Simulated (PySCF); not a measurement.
## As²⁺: ionisation energy

As²⁺ [Ar] 3d10 4s2 4p1 (2P) → As³⁺ [Ar] 3d10 4s2 (1S), as a difference of total energies. All numbers are calculated (PySCF 2.14, the non-relativistic Hamiltonian (point nucleus), in def2-TZVPPD (7s5p5d1f, 54 functions)). Correlated levels: valence: [Ar] 3d10 frozen. The calculations carry no spin-orbit coupling.

```json
{"method": "UHF", "ionisation energy (eV)": "27.422"}
{"method": "SCS-MP2 (valence)", "ionisation energy (eV)": "27.672"}
{"method": "CCSD (valence)", "ionisation energy (eV)": "27.761"}
{"method": "CCSD(T) (valence)", "ionisation energy (eV)": "27.782"}
```

Task: Estimate what MP2 (valence) gives.

Result: 27.681 eV, closest to SCS-MP2 (valence) among the rows shown.

Task: Estimate what CCSDT (valence) gives.

Result: 27.789 eV, closest to CCSD(T) (valence) among the rows shown.

A first-order spin-orbit estimate (lowest level to lowest level, LS coupling) adds 0.208 eV.

These non-relativistic numbers lack the scalar-relativistic shift.

Errors of the correlated levels include the incompleteness of this basis and the frozen core.

For comparison: 28.349 ± 0.012 eV (measured; NIST Atomic Spectra Database, ionization energies).
